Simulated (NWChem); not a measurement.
# AlHOClF; SMILES [OH][Al]([F])[Cl]

```xyz
5

Al    -0.0533     0.3901     0.0000
F      1.3261     1.3046     0.0000
Cl     0.1116    -1.6781     0.0000
O     -1.5799     1.0950     0.0000
H     -1.7724     2.0337     0.0000
```
Atoms are numbered in this order, from 1.

Computed with NWChem. STO-3G and 3-21G are far too small for this property and stand as cheap habits. All runs use the structure optimised with PBE0/def2-SVP. GIAO values for the isolated, static molecule; σ is the absolute isotropic shielding, δ = σ(reference) − σ with the isolated reference molecule computed at the same levels (19F: trichlorofluoromethane, 1H: tetramethylsilane, 17O: water).

For level Hartree-Fock/STO-3G:

| Quantity | Value |
|---|---|
| σ Al1 (ppm) | 500.3 |
| δ F2 (ppm) | -109.5 |
| σ Cl3 (ppm) | 1224.2 |
| δ O4 (ppm) | -47.3 |
| δ H5 (ppm) | -1.03 |

Estimate the same quantities for level PBE0/pcSseg-1.

The σ Al1 (ppm) is 466.1 and the δ F2 (ppm) is -167.1. The σ Cl3 (ppm) is 1031.6 and the δ O4 (ppm) is 21.0. The δ H5 (ppm) comes out as 1.80.
